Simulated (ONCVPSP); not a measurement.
## Building the ONCV potential for Ce (LDA (Perdew-Zunger), scalar-relativistic).

```
Element                 : cerium (Ce)
Generator               : ONCVPSP 4.0.1
Type                    : optimised norm-conserving Vanderbilt (ONCV)
Functional              : LDA (Perdew-Zunger)
Relativity              : scalar-relativistic
Frozen core             : [Kr] 4d10 4f1
Valence charge          : 11
Reference configuration : 5s2 5p6 5d1 6s1.75 6p0.25
Partial waves           : 5s+6s: rc 2.90 bohr, ncon 5, nbas 8, qcut 5.1 1/bohr, 2 projectors; 5p+6p: rc 3.10 bohr, ncon 4, nbas 8, qcut 4.7 1/bohr, 2 projectors; 5d: rc 2.90 bohr, ncon 4, nbas 9, qcut 3.6 1/bohr, local
Local potential         : the d channel
Core correction         : none
```

What the tests gave:

- Cutoffs needed: 8.2 Ha and 10 Ha (the cutoffs (Ha) at which the residual kinetic energy of the hardest occupied pseudo-wave falls to 1 and 0.1 mHa per electron)
- Ghost test: no bound ghost flagged; no localised positive-energy state flagged
- Largest excitation error: -4.7 meV (all-electron minus pseudo) for 5s2 5p6 5d1 6s0 6p0, out of 4 test configurations

Generation and tests took about 3.5 s on one core of a shared server CPU.
